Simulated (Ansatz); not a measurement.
## What each rung costs, and what it gives

Saddle point of SnH6O3, singlet (SnH₄O ([OH][SnH3]) + H₂O₂ ([OH][OH]) → SnH₄O₂ ([OH][O][SnH3]) + H₂O; bonds formed: Sn1–O7, O2–H6; bonds broken: Sn1–O2, H6–O7), PBE0-D4/def2-TZVP structure:

```
atom    x (Å)    y (Å)    z (Å)
 Sn1  -0.7206  -0.7202  -0.5908
  O2   1.4664  -0.5267  -0.3266
  H3  -0.3587  -1.7625  -1.9166
  H4  -1.3870  -1.6789   0.6551
  H5  -1.6066   0.6042  -1.1916
  H6   1.1152   0.1678   0.4788
  O7   0.0440   0.6930   1.0126
  O8  -0.0415   2.0506   0.5766
  H9   1.9823  -1.2785  -0.0246
 H10  -0.4934   2.4511   1.3273
```

Barriers are electronic and count from the start structure reached by relaxing down the imaginary mode.

Program: Ansatz 0.2.0. Basis: as named in each row. Cores are frozen in the correlated methods. Filled d shells of the heavier atoms are correlated. Core potentials replace the inner electrons of the atoms past krypton. The def2 sets are not built for correlating such inner shells, so the correlated values are less sure here. B3LYP uses VWN-RPA correlation. Extrapolation: Hartree–Fock as exp(−7.88 √X), correlation as X^−2.97.

Times are rough, for one single point on 8 threads of a shared host (Arm Neoverse V1).

The estimate by CCSD(T) at an estimated basis limit (MP2 extrapolated from triple and quadruple zeta, plus CCSD(T) − MP2 in triple zeta) is 0.840 eV.

| method | basis | time (s) | barrier (eV) | method less estimate |
| --- | --- | --- | --- | --- |
| SPW92 | def2-SVP | under 1 | 0.232 | -0.607 |
| PBE-D4 | def2-SVP | under 1 | 0.432 | -0.407 |
| PBE0-D4 | def2-SVP | under 1 | 0.606 | -0.234 |
| SPW92 | def2-TZVPP | under 1 | 0.416 | -0.424 |
| PBE-D4 | def2-TZVPP | 1 | 0.601 | -0.239 |
| BLYP-D4 | def2-TZVPP | 1 | 0.678 | -0.162 |
| PBE0-D4 | def2-TZVPP | 1 | 0.754 | -0.086 |
| B3LYP-D4 | def2-TZVPP | 1 | 0.791 | -0.049 |
| BHLYP-D4 | def2-TZVPP | 1 | 0.946 | 0.106 |
| CAM-B3LYP-D4 | def2-TZVPP | 2 | 0.820 | -0.020 |
| wB97M-V | def2-SVP | 2 | 0.672 | -0.168 |
| r2SCAN0-D4 | def2-TZVPP | 2 | 0.787 | -0.053 |
| r2SCAN-D4 | def2-TZVPP | 2 | 0.670 | -0.170 |
| B2PLYP | def2-TZVPP | 3 | 0.828 | -0.012 |
| PBE-QIDH | def2-TZVPP | 3 | 0.839 | 0.000 |
| RPA on PBE | def2-TZVPP | 3 | 0.881 | 0.041 |
| wB97X-V | def2-TZVPP | 4 | 0.840 | 0.000 |
| CCSD(T) | def2-SVP | 4 | 0.786 | -0.053 |
| B97M-V | def2-TZVPP | 4 | 0.797 | -0.043 |
| wB97M-V | def2-TZVPP | 4 | 0.828 | -0.012 |
| MP2 | def2-QZVPP | 10 | 0.819 | -0.021 |
| CCSD(T) | def2-TZVPP | 100 | 0.887 | 0.047 |

All methods are single points on the PBE0-D4 structures.

No T1 diagnostic of these runs exceeds 0.015.

Labels in which every atom is bracketed show which atoms are joined, not bond orders.
